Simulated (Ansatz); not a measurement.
`C[Se][SiH3]` + `[SnH4]` → `C[Se][SnH3]` + SiH₄ at 600 K and 1 bar (formal exchange of groups at the Se–Si bond).

Program: Ansatz. Geometries: PBE0-D4/def2-TZVP. ΔE: electronic, gas phase. CCSD(T)/CBS is the MP2 limit (def2-TZVPP, def2-QZVPP) plus CCSD(T) − MP2 in def2-TZVPP, frozen cores. This one scheme is used for every species. Elements past krypton have def2 core potentials. For Se, Sn outer-core shells are correlated without core-valence functions, which leaves a few kJ/mol of doubt a bond. Scalar relativity is left out up to krypton.

```
      species  CCSD(T)/CBS energy (Eh)  H − E (kJ/mol)  S (J/(mol·K))
`C[Se][SiH3]`              -2731.45956           216.2          403.0
     `[SnH4]`               -216.39156            98.5          271.3
`C[Se][SnH3]`              -2656.39593           208.1          437.0
         SiH₄               -291.46306           108.7          242.3
```

H − E and S are ideal-gas, rigid-rotor, harmonic terms from PBE0-D4/def2-TZVP. 1 Eh = 2625.50 kJ/mol, R = 8.31446 J/(mol·K).

Problem. By hand: ΔE, ΔH, ΔS and ΔG.

Solution. ΔE = (-2656.39593) + (-291.46306) − (-2731.45956) − (-216.39156) = -0.00787 Eh = -20.7 kJ/mol. Δ(H − E) = 208.1 + 108.7 − 216.2 − 98.5 = 2.1, so ΔH = -18.6 kJ/mol. ΔS = 437.0 + 242.3 − 403.0 − 271.3 = 5.0 J/(mol·K). ΔG = -18.6 − 600 × (5.0)/1000 = -21.6 kJ/mol.

Problem. By hand: the equilibrium constant, and the temperature at which ΔG would vanish if ΔH and ΔS stayed fixed.

Solution. log₁₀ K = −ΔG/(RT ln 10) = 1.9. ΔH and −TΔS have one sign here, so there is no such temperature. One of them is within its doubt of zero, so this could turn.

The number of gas molecules stays the same, so ΔS is small and ΔH decides. A doubt of 5 kJ/mol in ΔE shifts log₁₀ K by 0.4 here. Modes under 60 cm⁻¹, often nearly free rotors, make the harmonic entropy too high. These are equilibria of isolated gas molecules and say nothing of rates. Largest T1 diagnostic: 0.013 (customary marks: 0.02 for closed shells, 0.045 for open ones).
